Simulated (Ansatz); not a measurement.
Z-matrix (Å, degrees):
```
C
C 1 1.497
H 1 1.092 2 109.6
H 1 1.087 2 110.0 3 121.2
H 1 1.092 2 109.6 3 -117.4
O 2 1.209 1 124.8 3 -120.7
O 2 1.328 1 113.2 3 59.3
Ge 7 1.834 2 112.9 1 -179.9
H 8 1.529 7 109.1 2 62.4
H 8 1.529 7 109.1 2 -62.4
H 8 1.534 7 100.1 2 180.0
```

The species carries charge 0 and has multiplicity 1.

(1) List the CAM-B3LYP/def2-TZVPP orbital energies in eV (Ansatz). (Estimate.)

## Answers

(1) The calculation gave: Occupied: -10852.76, -1356.97, -1207.94, -1207.91, -1207.90, -523.24, -522.10, -282.46, -279.07, -171.81, -122.17, -122.06, -122.05, -35.85, -35.68, -35.67, -35.58, -35.58, -32.06, -29.45, -22.79, -18.70, -16.23, -15.35, -14.97, -14.69, -13.08, -12.77, -11.58, -11.40, -11.05, -10.41, -9.50. Lowest empty: 1.13, 1.48, 1.82, 2.47, 2.96, 3.02, 4.15, 4.34.
